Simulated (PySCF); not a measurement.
## Correlation energy of Cd²⁺ (cadmium, charge +2)

[Kr] 4d10, closed-shell 1S. Computed with PySCF 2.14 in ANO-RCC-VTZP (7s6p4d2f1g, 68 functions), with scalar relativity by spin-free X2C-1e. Frozen: [Kr]; 10 electrons correlated.

```
  level  correlation energy (mhartree)
   CCSD                        -264.57
    (T)                          -6.84
CCSD(T)                        -271.41
```

Diagnostics: T1 = 0.0046, D1 = 0.0065, largest double amplitude 0.017.

Cost of the coupled-cluster step: roughly 0.9 core-seconds, for 10 correlated electrons.

Iterations:

```
CC2 = 0
CCSD nocc = 5, nmo = 50
frozen orbitals [0, 1, 2, 3, 4, 5, 6, 7, 8, 9, 10, 11, 12, 13, 14, 15, 16, 17]
max_cycle = 100
direct = 0
conv_tol = 1e-08
conv_tol_normt = 1e-06
diis_space = 8
diis_start_cycle = 0
Init t2, MP2 energy = -5590.57773609545  E_corr(MP2) -0.276997822578994
Init E_corr(CCSD) = -0.276997822654519
cycle = 1  E_corr(CCSD) = -0.262467451160344  dE = 0.0145303715  norm(t1,t2) = 0.0177826
cycle = 2  E_corr(CCSD) = -0.26468328510195  dE = -0.00221583394  norm(t1,t2) = 0.00339054
cycle = 3  E_corr(CCSD) = -0.26453028697397  dE = 0.000152998128  norm(t1,t2) = 0.000972058
cycle = 4  E_corr(CCSD) = -0.264564792690118  dE = -3.45057161e-05  norm(t1,t2) = 0.000194554
cycle = 5  E_corr(CCSD) = -0.264569128102673  dE = -4.33541256e-06  norm(t1,t2) = 2.07598e-05
cycle = 6  E_corr(CCSD) = -0.264567832682835  dE = 1.29541984e-06  norm(t1,t2) = 4.1526e-06
cycle = 7  E_corr(CCSD) = -0.264567863293408  dE = -3.0610573e-08  norm(t1,t2) = 3.61262e-07
cycle = 8  E_corr(CCSD) = -0.264567877721465  dE = -1.4428057e-08  norm(t1,t2) = 4.95041e-08
cycle = 9  E_corr(CCSD) = -0.2645678776116  dE = 1.09865339e-10  norm(t1,t2) = 1.02414e-08
CCSD converged
E(CCSD) = -5590.565306150487  E_corr = -0.2645678776115995
CCSD(T) correction = -0.00683959201481034
```
